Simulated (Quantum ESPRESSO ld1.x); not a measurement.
Question: Sr IV, configuration [Ar] 3d8 4s2 4p5 5p2 (not the ground configuration). All-electron calculation, scalar-relativistic Kohn-Sham, LDA (Slater exchange, Perdew-Zunger correlation), spin-polarised, spherical densities, point nucleus; open shells are filled with parallel spins first. Program: ld1.x of Quantum ESPRESSO 7.5. Some entries of the table are withheld. Estimate them.

| orbital | occ. | eigenvalue (hartree) | <r^2> (bohr^2) |
|---|---|---|---|
| 1s up | 1 | -588.118 | 0.002072 |
| 1s down | 1 | -588.107 | 0.002072 |
| 2s up | 1 | -82.6930 | 0.03515 |
| 2s down | 1 | -82.5836 | 0.03511 |
| 2p up | 3 | -73.9133 | 0.02769 |
| 2p down | 3 | -73.8252 | 0.02765 |
| 3s up | 1 | -15.2216 | 0.2685 |
| 3s down | 1 | -15.0779 | 0.2694 |
| 3p up | 3 | -12.3827 | 0.2759 |
| 3p down | 3 | -12.2385 | 0.2771 |
| 3d up | 5 | -7.73511 | 0.2693 |
| 3d down | 3 | -7.57916 | 0.2718 |
| 4s up | 1 | -3.32255 | 1.673 |
| 4s down | 1 | -3.25283 | 1.686 |
| 4p up | 3 | -2.53922 | 2.019 |
| 4p down | 2 | -2.47349 | 2.033 |
| 4d up | 0 | (1) | 3.259 |
| 4d down | 0 | (2) | 3.244 |
| 5s up | 0 | -1.08056 | (3) |
| 5s down | 0 | -1.00263 | (4) |
| 5p up | 2 | -0.86821 | 10.84 |
| 5p down | 0 | -0.79049 | 11.26 |

Answer: 
(1) 4d up eigenvalue (hartree): -1.40128
(2) 4d down eigenvalue (hartree): -1.33880
(3) 5s up <r^2> (bohr^2): 8.573
(4) 5s down <r^2> (bohr^2): 8.636
